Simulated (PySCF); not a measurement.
The numbers are results of CAM-B3LYP-D3(BJ)/def2-TZVP (PySCF 2.14.0), not measurements. All species are isolated molecules in the gas phase. Delta-SCF ions had no search for a lower state. Excitations are Tamm–Dancoff values on a coarser integration grid. The basis has no diffuse functions, so Rydberg states are missing or too high.

Reference species (SMILES): `[Br][Ga]([Br])[Br]` (neutral, multiplicity 1).

```json
{
 "vertical ionisation energy (Delta-SCF)": "10.94 eV",
 "S1–T1 gap (TDA)": "0.39 eV",
 "S1 excitation (TDA)": "5.43 eV"
}
```

Changed species: `[NH2][Ga]([Br])[Br]` (1 of 3 Br replaced by NH2; the reference has 0 of 3 Br replaced by NH2).

### Question
Give the shifts of the vertical ionisation energy (Delta-SCF), S1–T1 gap (TDA) and S1 excitation (TDA).

### Answer
the vertical ionisation energy (Delta-SCF) decreases by 0.73 eV, to 10.21 eV; the S1–T1 gap (TDA) goes up by 0.06 eV, to 0.45 eV; the S1 excitation (TDA) goes up by 0.21 eV, to 5.64 eV.
